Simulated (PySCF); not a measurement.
The PySCF input:
```python
from pyscf import gto, scf, dft, tdscf

mol = gto.M(
    atom='''
Si   -0.000000   -0.000000   -0.548582
O     0.000000    0.000000    0.960019
''',
    basis='aug-cc-pvdz',
    charge=0,
    spin=0,
    verbose=4,
)

mf = dft.RKS(mol)
mf.xc = 'lc_wpbe'
mf.kernel()
td = mf.TDA()
td.nstates = 5
td.kernel()
td.analyze()
```

Problem. What does this run give for the number of basis functions, HOMO energy, total energy, HOMO-LUMO gap, lowest excitation energy found, nuclear repulsion energy?

Solution. 
```yaml
number_of_basis_functions: 50
HOMO energy: -11.57 eV
total_energy: -364.5706 Eh
HOMO-LUMO gap: 11.60 eV
lowest_excitation_energy_found: 5.82 eV
nuclear_repulsion_energy: 39.2866 Eh
```
